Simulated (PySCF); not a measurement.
**Fine-structure interval of Ba(39+) by level of theory**

Ba(39+) [Ne] 3s2 3p5 [3p1/2^2 3p3/2^3, M_J = 3/2] → Ba(39+) [Ne] 3s2 3p5 [3p1/2^1 3p3/2^4, M_J = 1/2], as a difference of total energies. Computed with PySCF 2.14 in an uncontracted even-tempered set (19 s from 8.1 bohr⁻², ratio 2.4; 14 p from 11 bohr⁻², ratio 2.4; 4 d from 41 bohr⁻², ratio 2.6; 4 f from 61 bohr⁻², ratio 2.6), with the two-component X2C-1e Hamiltonian. Correlated levels: 1s2 frozen; the 56 highest virtual spinors dropped. "Screened" scales the spin-orbit matrix elements by Boettger's factors to mimic the two-electron term; Breit and QED terms are absent.

```
                    method  fine-structure interval (cm⁻¹)
 GHF (screened spin-orbit)                          758610
GMP2 (screened spin-orbit)                          759840
     GHF (bare spin-orbit)                          788330
```
